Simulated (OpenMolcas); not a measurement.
**Au4+: moving or changing the point charges**

Au4+ among 4 point charges of -1 e arranged as a tetrahedron (Td), 2.04 Å from the ion.

```
Program             : OpenMolcas 26.06
Method              : SS-CASPT2, IPEA 0.25 Eh, imaginary shift 0.1 Eh (closed shells correlated: 4f 5s 5p)
Basis               : ANO-RCC-VDZP [7s6p4d2f]
Scalar Hamiltonian  : DKH2, point nucleus
Active space        : 7 electrons in 5 orbitals (5d)
State averaging     : 2S+1 = 4 even, 10 roots; 2S+1 = 2 even, 40 roots
Spin-orbit coupling : state interaction with AMFI integrals over the reference wave functions
```

Runs around this geometry, states (labels of Td). Energies in cm-1 above the lowest state or level, χT in cm3 K/mol.

| R (Å) | q (e) | Ground state | First state of that spin | First gap with spin-orbit (degeneracies) | χT at 300 K | First state of another spin |
| --- | --- | --- | --- | --- | --- | --- |
| 2.04 | -0.8 | 4A2 | 4T2 1070 | 560 (4, 4) | 4.688 | 2E 15540 |
| 1.96 | -1 | 4A2 | 4T2 1520 | 830 (4, 4) | 4.481 | 2E 15890 |
| 2.04 | -1 | 4A2 | 4T2 1320 | 680 (4, 4) | 4.586 | 2E 15730 |
| 2.13 | -1 | 4A2 | 4T2 1080 | 580 (4, 4) | 4.664 | 2E 15550 |

Taking the first state of the same spin as R^-n, n = -ln(1080 / 1520) / ln(2.13 / 1.96) = 4.1 between the shortest and longest distance.

Scaling the charges by -0.8 / -1 = 0.80 scales the first state of the same spin by 1070 / 1320 = 0.81; with fixed orbitals a first-order splitting would follow the charge.

Roots that are degenerate in the reference are averaged as groups; the widest CASPT2 spread within a group is 190 cm-1 (the 3-fold group of multiplicity 4 near 1070 cm-1 above the lowest state of its run, R = 2.04, q = -0.8). Shifts and gaps below about the spread of the groups concerned are not significant. The ground term spreads over less than 5000 cm-1, several times less than with real ligands, so orbital moments are less quenched and χT lies further from the spin-only value than at real sites. Free-ion shares, where given, are those of the reference states; single-state CASPT2 does not remix them. Spin-orbit coupling mixes the spin-free states strongly: the lowest level takes only 39 % from its leading state, 4T2, which lies 1069 cm-1 above the lowest spin-free state (figures for R = 2.04, q = -0.8; the like holds for R = 1.96, q = -1, R = 2.04, q = -1, R = 2.13, q = -1). Point charges carry no covalency, so the field is a model and not that of real ligands. No measured value stands beside these numbers.
